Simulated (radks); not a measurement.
Neutral xenon inside a hard spherical wall (all orbitals vanish at R), configuration held at [Xe] and not refilled when levels cross. Method: scalar-relativistic Kohn-Sham, LDA (Slater exchange, VWN5 correlation), spin-polarised, spherical densities, finite nucleus; Fermi nuclear charge, rms radius 4.7859 fm; computed with a radial shooting solver on a logarithmic mesh with Libxc functionals. Eigenvalues in eV for spin up, with the zero of energy where the potential of the charges vanishes at infinity; a dash marks a level that is unbound or too diffuse for the functional's potential to be trusted. A positive occupied level is held by the wall or, in an anion where self-interaction has pushed it up, behind a barrier. The pressure on the wall is -dE/dV.

R (bohr),E (hartree),kinetic (hartree),e(4p),e(4d),e(5s),e(5p),"e(6s, empty)","e(5d, empty)",pressure (GPa)
free,-7441.12114,7822.543,-141.03,-59.456,-19.983,-8.386,-0.498,-,0
15,-7441.12114,7822.543,-141.03,-59.456,-19.983,-8.386,-0.452,1.243,< 0.0001
12,-7441.12114,7822.543,-141.03,-59.456,-19.983,-8.385,-0.330,1.552,< 0.0001
10,-7441.12111,7822.543,-141.02,-59.453,-19.981,-8.383,-0.061,1.897,0.00121
6,-7441.10360,7822.688,-140.40,-58.834,-19.480,-7.880,4.211,4.522,1.78
5,-7441.03613,7823.132,-138.97,-57.429,-18.386,-6.701,9.723,7.258,12.7
3.5,-7440.11015,7827.681,-129.87,-48.582,-11.050,2.016,40.946,21.848,334
2.5,-7434.74698,7848.348,-107.52,-27.218,14.205,32.762,132.97,65.155,4780
2,-7422.47019,7891.197,-79.290,0.492,60.937,87.435,272.54,133.15,25300
1.5,-7373.98944,8043.851,-10.598,73.781,221.12,263.06,654.92,325.72,198000
